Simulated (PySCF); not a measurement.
**Correlation energy of Te²⁺ (tellurium, charge +2)**

[Kr] 4d10 5s1 5p2 6s1, high-spin 5P determinant (an excited configuration). Computed with PySCF 2.14 in aug-cc-pVDZ-PP with ECP28MDF, with a scalar-relativistic core potential. Frozen: 4s2 4p6 4d10; 4 electrons correlated.

MP2 pair energies summed by pair of shells (mhartree):

| pair | energy | share (%) |
| --- | --- | --- |
| 5p-6s | -6.15 | 48.5 |
| 5p-5p | -3.49 | 27.5 |
| 5s-5p | -2.04 | 16.1 |
| 5s-6s | -1.01 | 7.9 |

Total MP2 correlation energy: -12.68 mhartree.

Same-spin part -12.68 and opposite-spin part 0.00 mhartree; SCS-MP2 scales them by 1/3 and 6/5 to -4.23 mhartree.
